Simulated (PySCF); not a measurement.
**How methods differ on the ionisation energy of Cu(3+)**

Cu(3+) [Ar] 3d8 [3d3/2^4 3d5/2^4, M_J = 4] → Cu(4+) [Ar] 3d7 [3d3/2^4 3d5/2^3, M_J = 9/2], as a difference of total energies. Calculation: PySCF 2.14, in x2c-SVPall-2c (5s5p3d1f, 42 functions); the two-component X2C-1e Hamiltonian. Correlated levels: [Ne] frozen; the 6 highest virtual spinors dropped. "Screened" scales the spin-orbit matrix elements by Boettger's factors to mimic the two-electron term; Breit and QED terms are absent.

| method | ionisation energy (eV) |
| --- | --- |
| GHF (spin-free) | 56.698 |
| GMP2 (spin-free) | 57.626 |
| GHF (screened spin-orbit) | 56.677 |
| GMP2 (screened spin-orbit) | 57.604 |

Question: How much does correlation contribute at GMP2 (screened spin-orbit)?

Answer: 57.604 − (56.677) = 0.927 eV, measured against GHF (screened spin-orbit).

Errors of the correlated levels include the incompleteness of this basis and the frozen core.

The labels give the starting determinants; with spin-orbit coupling the two ends relaxed to ⟨J²⟩ = 20.00, ⟨L²⟩ = 12.01, ⟨S²⟩ = 2.00 and ⟨J²⟩ = 24.75, ⟨L²⟩ = 12.03, ⟨S²⟩ = 3.74.

For comparison: 57.38 ± 0.05 eV (semi-empirical (NIST evaluation); NIST Atomic Spectra Database, ionization energies).
